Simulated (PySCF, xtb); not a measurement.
SbI2, SMILES [I][Sb][I], multiplicity 2.

Harmonic wavenumbers (cm⁻¹) from xtb 6.7.1 with GFN2-xTB at its own minimum, in rising order: 59, 204, 206.

Question: What does B3LYP-D3(BJ)/def2-SVP run with PySCF 2.14.0 give at its own minimum? (The exact figures need the calculation; the answer reports its results.)

Answer: 59, 194, 195. Paired by order, the mean absolute difference is 7 cm⁻¹ and the zero-point energies are 0.7 and 0.6 kcal/mol.
